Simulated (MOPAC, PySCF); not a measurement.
CH3BO2, SMILES `O=CBO` (O–C–B–O torsion 0°, C–B–O–H torsion 0°), neutral singlet in the gas phase. 

Cartesian coordinates (Å):
```xyz
7

O     -0.9702    -1.3612     0.0140
C     -0.9617    -0.1447    -0.0007
B      0.4646     0.6166    -0.0064
O      1.5358    -0.1863     0.0059
H     -1.9300     0.3970    -0.0095
H      0.6048     1.7979    -0.0202
H      1.2568    -1.1193     0.0168
```
Charge 0, spin multiplicity 1.

All levels are single points at this geometry (B3LYP-D3(BJ)/def2-TZVP); Pople sets use spherical d functions. Orbital energies aren't observables, and empty levels follow the basis.

| level | HOMO (eV) | LUMO (eV) | gap (eV) | dipole (D) | vertical IE, Delta-SCF (eV) |
|---|---|---|---|---|---|
| TPSSh-D3(BJ)/def2-TZVP in PySCF | -6.73 | -3.03 | 3.70 | 1.00 | 9.96 |
| B3LYP/3-21G in PySCF | -6.84 | -2.23 | 4.61 | 0.56 | – |
| B3LYP/6-311+G** in PySCF | -7.43 | -2.93 | 4.51 | 1.19 | – |
| M06-2X/6-31G* in PySCF | -8.82 | -1.03 | 7.79 | 0.91 | – |
| PBE/6-31G* in PySCF | -5.63 | -3.22 | 2.41 | 0.55 | 9.64 |
| HF/3-21G in PySCF | -11.28 | 1.93 | 13.21 | 1.28 | – |
| HF/STO-3G in PySCF | -8.70 | 5.92 | 14.61 | 0.32 | – |
| AM1 in MOPAC | -10.22 | 0.28 | 10.50 | 1.34 | – |
| PM7 in MOPAC | -9.85 | -1.03 | 8.82 | 1.58 | – |
